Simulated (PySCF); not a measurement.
SMILES c1csc(Sc2ccc[se]2)c1, singlet, GFN2-xTB optimised geometry.

```
17

C      0.06    -2.48     0.00
C      1.41    -2.48     0.00
S      2.07    -0.89     0.00
C      0.47    -0.21     0.01
S      0.26     1.53     0.05
C     -1.11     1.72    -1.04
C     -2.05     2.69    -0.92
C     -3.00     2.73    -1.97
C     -2.81     1.79    -2.93
Se    -1.33     0.72    -2.62
C     -0.49    -1.18     0.02
H     -0.54    -3.37     0.00
H      2.08    -3.32     0.00
H     -2.08     3.37    -0.08
H     -3.81     3.43    -1.99
H     -3.42     1.63    -3.81
H     -1.55    -0.97     0.04
```

Density from PBE/def2-SVP (PySCF) at that geometry.

Minimum of the electron density along straight lines between bonded atoms, close to the bond critical point (lines longer than 1.1 times the sum of covalent radii, or with two minima, are not listed):

| bond | length / Å | ρ at the minimum / e bohr⁻³ | ∇²ρ there / e bohr⁻⁵ | position (fraction from the first atom) |
|---|---|---|---|---|
| C1–C2 | 1.357 | 0.321 | -0.79 | 0.49 |
| C2–S3 | 1.720 | 0.214 | -0.44 | 0.47 |
| S3–C4 | 1.734 | 0.208 | -0.42 | 0.53 |
| C4–S5 | 1.757 | 0.198 | -0.40 | 0.48 |
| S5–C6 | 1.760 | 0.196 | -0.38 | 0.52 |
| C6–C7 | 1.362 | 0.317 | -0.77 | 0.52 |
| C7–C8 | 1.415 | 0.291 | -0.69 | 0.50 |
| C8–C9 | 1.356 | 0.321 | -0.78 | 0.49 |
| C6–Se10 | 1.883 | 0.162 | ___ | 0.49 |
| C9–Se10 | 1.857 | 0.171 | ___ | 0.49 |
| C1–C11 | 1.411 | 0.293 | -0.69 | 0.50 |
| C4–C11 | 1.364 | 0.316 | -0.76 | 0.52 |
| C1–H12 | 1.075 | 0.282 | -1.07 | 0.64 |
| C2–H13 | 1.072 | 0.283 | -1.09 | 0.64 |
| C7–H14 | 1.076 | 0.281 | -1.06 | 0.64 |
| C8–H15 | 1.077 | 0.281 | -1.06 | 0.63 |
| C9–H16 | 1.075 | 0.281 | -1.06 | 0.64 |
| C11–H17 | 1.076 | 0.282 | -1.08 | 0.64 |

Task: What belongs in the gaps?

Result: 
- C6–Se10, ∇²ρ there / e bohr⁻⁵: -0.16
- C9–Se10, ∇²ρ there / e bohr⁻⁵: -0.19
